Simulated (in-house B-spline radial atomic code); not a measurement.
Configurations of C, with energies counted from [He] 2s2 2p2. Computed with a radial B-spline atomic code at the basis-set limit: scalar-relativistic (X2C) TPSSh, spin-polarised, spherical fractional occupations, Fermi nucleus of rms radius 2.4702 fm. Shells without spins written out take the highest spin.

Caution: exact exchange at fractional occupations of open shells leaves self-interaction of up to several eV.

Occupations are held fixed; configurations that lie above the ionisation limit could autoionise.

```json
{"configuration": "[He] 2s2 2p(1 up, 1 down)", "E - E(ref) (eV)": "1.8196", "highest orbital": "2p up", "its <r> (bohr)": "1.825"}
{"configuration": "[He] 2s2 2p1 3p1", "E - E(ref) (eV)": "9.1684", "highest orbital": "3p up", "its <r> (bohr)": "7.173"}
{"configuration": "[He] 2s2 2p(0 up, 1 down) 3d(1 up, 0 down)", "E - E(ref) (eV)": "10.2", "highest orbital": "3d up", "its <r> (bohr)": "10.17"}
{"configuration": "[He] 2s1 2p2 3s1", "E - E(ref) (eV)": "12.858", "highest orbital": "3s up", "its <r> (bohr)": "5.576"}
```

Problem. Order these further configurations by energy, lowest first.
A. [He] 2s2 2p(1 up, 0 down) 3p(0 up, 1 down)
B. [He] 2s1 2p2 3d1
C. [He] 2s(0 up, 1 down) 2p(2 up, 0 down) 3p(1 up, 0 down)
D. [He] 2s1 2p2 3p1
E. [He] 2s1 2p3

Solution. E (3.6595 eV), A (9.2306 eV), D (14.061 eV), B (15.102 eV), C (18.42 eV).
